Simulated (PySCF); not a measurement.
# SnO2: from structure and modes to constants

Level of theory: PySCF, PBE0, basis Sn x2c-TZVPall, O x2c-TZVPall (spin-free X2C, no spin–orbit coupling, density fitting).

The singlet minimum has D∞h symmetry. Masses (u): Sn 119.90220, O 15.99492.

```xyz
3
charge 0 multiplicity 1, angstrom
Sn    0.0000    0.0000    0.0000
O     0.0000    0.0000    1.8015
O     0.0000    0.0000   -1.8015
```

Harmonic wavenumbers (cm⁻¹): 158.2 (πu, ×2), 803.2 (σg+, ×1), 915.1 (σu+, ×1).

(1) Find the principal moments of inertia and the rotational constants. What kind of rotor is it?

(2) What is the harmonic zero-point energy?

(3) Find the vibrational entropy and heat capacity at 298.15 K.

(4) Give the standard entropy (298.15 K, 1 bar) by its translational, rotational, vibrational and spin parts, and Cp.

(5) Find the bond force constant k and the stretch–stretch coupling k′ of the valence force field.

## Answers

(1) About the centre of mass I = 103.82 u Å². With B = 16.8576/I this gives 0.1624 cm⁻¹. The molecule is linear.

(2) Half the sum of all 4 wavenumbers, 2035/2 = 1017 cm⁻¹, which is 12.2 kJ/mol (1 cm⁻¹ = 0.0119627 kJ/mol).

(3) With u = 1.43878 ω/T, each mode gives S = R[u/(eᵘ−1) − ln(1−e⁻ᵘ)] and C = R u² eᵘ/(eᵘ−1)².
| ω (cm⁻¹) | u | S (J/(mol K)) | C (J/(mol K)) |
| --- | --- | --- | --- |
| 158.2 (×2) | 0.763 | 10.76 | 7.92 |
| 803.2 | 3.876 | 0.86 | 2.70 |
| 915.1 | 4.416 | 0.55 | 2.01 |
The sums over all modes are S = 22.9 and C = 20.6 J/(mol K); the softest mode gives 47 % of the entropy (each member, where degenerate).

(4) Sackur–Tetrode with M = 151.89 u gives 171.5; rotation with symmetry number 2 gives 62.0; vibration 22.9; spin R ln 1 = 0.0. The total is 256.4 J/(mol K), and Cp = 7/2 R + 20.6 = 49.7 J/(mol K).

(5) For linear XMX, 4π²c²ω(σg)² = (k + k′)/mX and 4π²c²ω(σu)² = (k − k′)(1 + 2mX/mM)/mX. So k + k′ = 6.079 and k − k′ = 6.229 mdyn/Å, giving k = 6.154 and k′ = -0.075 mdyn/Å.
